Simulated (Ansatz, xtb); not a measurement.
**Relative energy of two isomers of C5H9OS+**

Structure I: `CS[C@H](C)CC#[O+]`, a singlet. Structure II: `CSCCCC#[O+]`, a singlet. Both are isolated ions in the gas phase, relaxed with PBE-D3(BJ)/def2-SVP; each stands in its lowest conformer found.

Question: Which of the two would you expect CCSD(T)/def2-SVP + ΔMP2/def2-TZVPP electronic energies to favour?

Answer: Too close to call at this level: CCSD(T)/def2-SVP + ΔMP2/def2-TZVPP gives E(II) − E(I) = +3.97 kJ/mol.

How the difference moves with the method:

```csv
level,geometry,E(II) − E(I) (kJ/mol),departure from the last row (kJ/mol),"job, with rough time for the two"
GFN2-xTB,GFN2-xTB,−17.58,−21.54,"optimisation, 0.21 s"
HF/STO-3G,GFN2-xTB,+10.45,+6.49,"single point, 0.36 s"
r2SCAN-D4/def2-SVP,GFN2-xTB,−15.02,−18.98,"single point, 3.7 s"
PBE-D3(BJ)/def2-SVP,PBE-D3(BJ)/def2-SVP,−18.10,−22.07,"optimisation, 26 s"
HF/def2-SVP,PBE-D3(BJ)/def2-SVP,+13.13,+9.16,part of the CCSD(T) run
MP2/def2-SVP,PBE-D3(BJ)/def2-SVP,+3.05,−0.92,part of the CCSD(T) run
CCSD(T)/def2-SVP,PBE-D3(BJ)/def2-SVP,+5.33,+1.36,single point
CCSD(T)/def2-SVP + ΔMP2/def2-TZVPP,PBE-D3(BJ)/def2-SVP,+3.97,,"single point, 79 s"
```

As drawn, both hold the same kinds of bond in the same numbers. Structure I has 2 methyl groups, II 1.

The largest departure from CCSD(T)/def2-SVP + ΔMP2/def2-TZVPP is that of PBE-D3(BJ)/def2-SVP, 22.07 kJ/mol. The last row adds to CCSD(T) the change of the MP2 difference between the two basis sets, here −1.36 kJ/mol.

With thermal terms from frequencies at re-optimised GFN2-xTB minima (ideal gas, soft modes damped towards free rotors, one conformer each, 298.15 K, 1 atm): the zero-point term adds −0.21 kJ/mol; ΔH is +1.90 and ΔG +5.31 kJ/mol.

The correlated steps freeze 11 core orbitals. Mirror images aren't counted in ΔG. Codes used: Ansatz 0.2.0, xtb 6.7.1; the last row on 4 threads of Arm Neoverse V2 on a shared host.
